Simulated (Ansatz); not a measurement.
`C[Si](O)(F)Cl` + NH₃ → `C[Si](N)(O)Cl` + H–F at 700 K and 1 bar (ligand exchange at the Si–F bond).

Calculated with Ansatz (gas phase, PBE0-D4/def2-TZVP geometries, no zero-point term in ΔE). CBS: MP2 limit from def2 TZ/QZ plus the TZ coupled-cluster correction, frozen cores. This one scheme is used for every species. Each species was taken in one conformer, which may not be the lowest.

```tsv
species	CCSD(T)/CBS energy (Eh)	H − E (kJ/mol)	S (J/(mol·K))
`C[Si](O)(F)Cl`	-964.48585	222.3	456.3
NH₃	-56.50880	116.9	226.5
`C[Si](N)(O)Cl`	-920.56583	295.2	488.4
H–F	-100.39570	45.2	198.5
```

H − E and S are ideal-gas, rigid-rotor, harmonic terms from PBE0-D4/def2-TZVP, for one conformer and one mirror image of each species. 1 Eh = 2625.50 kJ/mol, R = 8.31446 J/(mol·K).

**Question.** By hand: ΔE, ΔH, ΔS and ΔG.

**Answer.** ΔE = (-920.56583) + (-100.39570) − (-964.48585) − (-56.50880) = 0.03312 Eh = 87.0 kJ/mol. Δ(H − E) = 295.2 + 45.2 − 222.3 − 116.9 = 1.2, so ΔH = 88.2 kJ/mol. ΔS = 488.4 + 198.5 − 456.3 − 226.5 = 4.1 J/(mol·K). ΔG = 88.2 − 700 × (4.1)/1000 = 85.3 kJ/mol.

**Question.** By hand: the equilibrium constant, and the temperature at which ΔG would vanish if ΔH and ΔS stayed fixed.

**Answer.** log₁₀ K = −ΔG/(RT ln 10) = -6.4. ΔG = 0 at ΔH/ΔS = 21512 K, far beyond where these terms or the molecules hold.

The number of gas molecules stays the same, so ΔS is small and ΔH decides. A doubt of 5 kJ/mol in ΔE shifts log₁₀ K by 0.4 here. Other conformers and mirror images would add mixing entropy, several J/(mol·K) or more a flexible species. These are equilibria of isolated gas molecules and say nothing of rates. Largest T1 diagnostic: 0.010 (customary marks: 0.02 for closed shells, 0.045 for open ones).
